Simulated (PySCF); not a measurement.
Peak assignment

Geometry:
```tsv
atom	x (Å)	y (Å)	z (Å)
C1	-1.132	-1.279	-0.595
C2	-1.237	0.170	-0.112
C3	-2.699	0.612	-0.018
C4	-0.550	0.297	1.236
N5	-0.927	-0.209	2.323
C6	0.719	1.113	1.257
C7	1.654	0.647	0.252
C8	2.407	0.242	-0.597
Si9	3.570	-0.401	-1.875
H10	-1.619	-1.956	0.106
H11	-0.087	-1.569	-0.685
H12	-1.609	-1.387	-1.566
H13	-0.719	0.811	-0.832
H14	-3.255	-0.017	0.676
H15	-3.174	0.543	-0.994
H16	-2.765	1.642	0.327
H17	-1.788	-0.749	2.279
H18	1.169	1.044	2.250
H19	0.465	2.159	1.054
H20	4.733	-0.976	-1.196
H21	3.971	0.710	-2.743
H22	2.863	-1.426	-2.650
```

PySCF 2.14 calculation with PBE0/pcSseg-1 with gauge-including orbitals and geometry: GFN2-xTB; single conformer, one averaged value for each set of equivalent atoms, non-relativistic Hamiltonian, no solvent.

Scale: TMS for 13C, 1H (reference shieldings calculated alike).

**Question.** Assign these signals to the numbered atoms. 13C{1H} NMR (computed): δ 188.3, 116.6, 82.1, 37.5, 36.9, 24.2.

**Answer.** 
```tsv
δ (ppm)	atoms	environment	reason
188.3	C4	carbon bonded to 2 C, N	–
116.6	C7	carbon bonded to 2 C	–
82.1	C8	carbon bonded to C, Si	–
37.5	C6	carbon bonded to 2 C, 2 H	–
36.9	C2	carbon bonded to 3 C, H	–
24.2	C1/C3	carbon bonded to C, 3 H	–
```

C6 and C2 lie closer than the usual error of such a calculation, so a measured spectrum could show them in the other order.

**Question.** Assign these signals to the numbered atoms. 1H NMR (400 MHz, computed): δ 10.45 (br s, 1H), 4.27 (s, 3H), 3.43 (s, 2H), 2.79 (sept, 1H), 1.14 (d, 6H).

**Answer.** 
10.45 → H17, hydrogen on a nitrogen bonded to C
4.27 → H20/H21/H22, hydrogen on a silicon bonded to C
3.43 → H18/H19, hydrogen on a carbon bonded to 2 C
2.79 → H13, hydrogen on a carbon bonded to 3 C
1.14 → H10/H11/H12/H14/H15/H16, hydrogen on a carbon bonded to C

The OH or NH signal is concentration- and solvent-dependent in practice; the value given is the gas-phase one. Shifts are as computed. Against solution values, carbons near 30 ppm lie about +3 ppm off and those near 130 ppm about +5 ppm. Of 1211 compounds with measured shifts, 218 miss one by over three times the rms of a fit or turn the order of signals round; such compounds aren't used in these exercises. Multiplicities follow the n + 1 count of equivalent neighbours, as no J values were calculated; m marks all less simple cases, F and P coupling included.
